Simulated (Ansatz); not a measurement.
Single points on B4H4⁻.

```yaml
crystal:
  periodic: [false, false, false]
  atoms:
    - {symbol: B, position_ang: [-0.479042, 0.453419, -0.810897]}
    - {symbol: B, position_ang: [-0.461042, -0.661300, 0.664802]}
    - {symbol: B, position_ang: [0.711468, -0.606704, -0.467182]}
    - {symbol: B, position_ang: [0.228581, 0.815590, 0.612755]}
    - {symbol: H, position_ang: [0.624508, 1.724276, 1.295891]}
    - {symbol: H, position_ang: [1.626233, -1.226092, -0.945385]}
    - {symbol: H, position_ang: [-1.144114, 0.906799, -1.706096]}
    - {symbol: H, position_ang: [-1.106592, -1.405987, 1.356103]}
basis:
  gaussian: {orbitals: STO-3G}
total_charge: -1
magnetization: {spin_polarized: true, initial_magnetization: 1}
hamiltonian: {xc: hf}
scf: {omitted_lower_state_checks: [starts]}
output: {orbitals: {seedname: orbitals}}
```

The file start.molden holds the orbitals of an earlier run on this structure, at another level or in another basis.

```sh
$ ansatz run in.yaml --threads 4 --pin off --events-out ev --progress --plain --max-ram 3916MiB
```

Output, abridged:

```
Functional definition: HF
316 factors; integrals over basis functions are off by at most 1.1e-4 eV
mean field evaluation 1: about -2707.4492 eV, gradient 1.4e1 eV
mean field evaluation 2: about -2707.4992 eV, gradient 1.4e1 eV
mean field evaluation 4: about -2709.5611 eV, gradient 5.2e-1 eV
mean field evaluation 8: about -2709.5641 eV, gradient 2.0e-5 eV
mean field -2709.56408207 eV, -99.5746434077 hartree, gradient 3.0e-5 eV, S^2 0.761032; 0 other end points of the search recorded, 0 dependent functions left out
reference -2709.56408207 eV, -99.5746434077 hartree; 13, 12 occupied and 11, 12 virtual orbitals, 316 factors
Total energy: -2709.56408207 eV, -99.5746434077 hartree
Checks for a lower state left out: starts
```

First input, but with `gaussian: {orbitals: def2-TZVPD, initial_orbitals: start.molden}` (abridged; 2.4 s):

```
Functional definition: HF
mean field -2748.05031500 eV, -100.9889863807 hartree, gradient 1.7e-5 eV, S^2 0.770612
Total energy: -2748.05031500 eV, -100.9889863807 hartree
Checks for a lower state left out: starts
```

First input, but with `gaussian: {orbitals: def2-TZVPD, initial_orbitals: start.molden}`, `correlation: {method: mp2}` and without the key `hamiltonian` (abridged; 2 s):

```
Functional definition: HF
mean field -2748.05034655 eV, -100.9889875404 hartree, gradient 2.3e-6 eV, S^2 0.770612
4 core orbitals not correlated: weight in the atoms' cores, before any rotation towards them, 1.000 or more for the frozen orbitals, at most 0.000 for the correlated occupied ones
second order -11.91601794 eV of doubles, -0.00000000 eV of singles
Total energy: -2759.96636449 eV, -101.4268931228 hartree
Checks for a lower state left out: starts
```

As the first input, with `gaussian: {orbitals: def2-TZVPD, initial_orbitals: start.molden}`, `hamiltonian: {xc: hse06, dispersion: d4}` (abridged; 3 s):

```
Functional definition: HSE06
mean field -2765.53401533 eV, -101.6315005169 hartree, gradient 2.7e-5 eV, S^2 0.755443
Total energy: -2765.65369269 eV, -101.6358985788 hartree
Checks for a lower state left out: starts
```

First input, but with `gaussian: {orbitals: def2-TZVPD, initial_orbitals: start.molden}`, `hamiltonian: {xc: pbe0, dispersion: d4}` (abridged; 3 s):

```
Functional definition: PBE0
mean field -2765.76221361 eV, -101.6398866491 hartree, gradient 1.2e-5 eV, S^2 0.755534
Total energy: -2765.89116691 eV, -101.6446255955 hartree
Checks for a lower state left out: starts
```

First input, but with `gaussian: {orbitals: 6-31G}`, `hamiltonian: {xc: {name: B3LYP}, dispersion: d4}` (abridged; 0.65 s):

```
Functional definition: B3LYP
mean field -2767.98022400 eV, -101.7213970277 hartree, gradient 8.0e-5 eV, S^2 0.752406
Total energy: -2768.23368894 eV, -101.7307116922 hartree
Checks for a lower state left out: starts
```

The first input with `gaussian: {orbitals: def2-SVPD, initial_orbitals: start.molden}`, `hamiltonian: {xc: pbe0, dispersion: d4}` (abridged; 1.4 s):

```
Functional definition: PBE0
mean field -2762.99283289 eV, -101.5381137847 hartree, gradient 1.7e-5 eV, S^2 0.754894
Total energy: -2763.12177859 eV, -101.5428524521 hartree
Checks for a lower state left out: starts
```

Geometry: r2SCAN-D4/def2-TZVPD.

B3LYP takes the VWN-RPA correlation. HSE06 is defined as in plane-wave codes, on full-range PBE exchange. Correlated methods freeze 4 core orbitals. At HF/STO-3G, HSE06-D4/def2-TZVPD, B3LYP-D4/6-31G the highest occupied level of the charge -1 doublet lies above zero (up to 0.70 eV). In Hartree–Fock with STO-3G the lack of diffuse functions raises the level. By energy differences its removal costs 2.16 eV (vertical, to the charge 0 singlet, at PBE0-D4/def2-TZVPD). The structure comes from a short search, and lower isomers may exist.
